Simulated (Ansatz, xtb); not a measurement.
## Br2HIn: which of two spin states lies lower

We compare X, `[Br][InH][Br]`, a singlet, with Y, the triplet with the links of `[Br][InH][Br]`. Both are isolated molecules in the gas phase, relaxed with PBE0-D4/def2-SVP.

X (Å):

```yaml
atoms:
  - { symbol: Br, position_ang: [-1.7925, 0.9361, -1.1597] }
  - { symbol: Br, position_ang: [0.6191, -2.2749, -0.1706] }
  - { symbol: In, position_ang: [0.1513, 0.1347, 0.1459] }
  - { symbol: H, position_ang: [1.0777, 1.1440, 1.1640] }
```

Y (Å):

```xyz
4

Br   -1.4847    1.5059   -1.2977
Br    1.3541   -1.6965   -0.0238
In   -0.8300   -0.2962    0.3528
H     1.0161    0.4265    0.9484
```

Question: Which of the two would you expect CCSD(T)/def2-SVP + ΔMP2/def2-TZVPP electronic energies to favour?

Answer: Structure X; the calculation gives E(Y) − E(X) = +68.5 kcal/mol.

The same difference at several levels:

| level | geometry | E(Y) − E(X) (kcal/mol) | departure from the last row (kcal/mol) | job, with rough time for the two |
| --- | --- | --- | --- | --- |
| PBE0-D4/def2-SVP | PBE0-D4/def2-SVP | +61.2 | −7.4 | optimisation, 2.7 min |
| HF/def2-SVP | PBE0-D4/def2-SVP | +59.7 | −8.8 | part of the CCSD(T) run |
| MP2/def2-SVP | PBE0-D4/def2-SVP | +68.5 | −0.1 | part of the CCSD(T) run |
| CCSD(T)/def2-SVP | PBE0-D4/def2-SVP | +67.6 | −1.0 | single point |
| CCSD(T)/def2-SVP + ΔMP2/def2-TZVPP | PBE0-D4/def2-SVP | +68.5 |  | single point, 42 s |

The levels shown agree on the order. The largest departure from CCSD(T)/def2-SVP + ΔMP2/def2-TZVPP is that of HF/def2-SVP, 8.8 kcal/mol. Levels run at GFN2-xTB geometries aren't shown. The last row adds to CCSD(T) the change of the MP2 difference between the two basis sets, here +1.0 kcal/mol.

With harmonic frequencies from PBE0-D4/def2-SVP (ideal gas, rigid rotor, one conformer each, 298.15 K, 1 atm): on the last row, ΔE + ΔZPE = +66.5 kcal/mol. A mode under 50 cm⁻¹ makes harmonic enthalpies and free energies unreliable, so none is given.

Open shells are spin-unrestricted. The correlated steps freeze 22 core orbitals; the filled d shell of Br and In is correlated, in a basis made for valence electrons. Atoms past krypton carry core potentials in the def2 sets and no spin–orbit term is included. ΔG holds the spin degeneracy. Programs: Ansatz 0.2.0; the last row on 2 threads of Arm Neoverse V2 on a shared host.
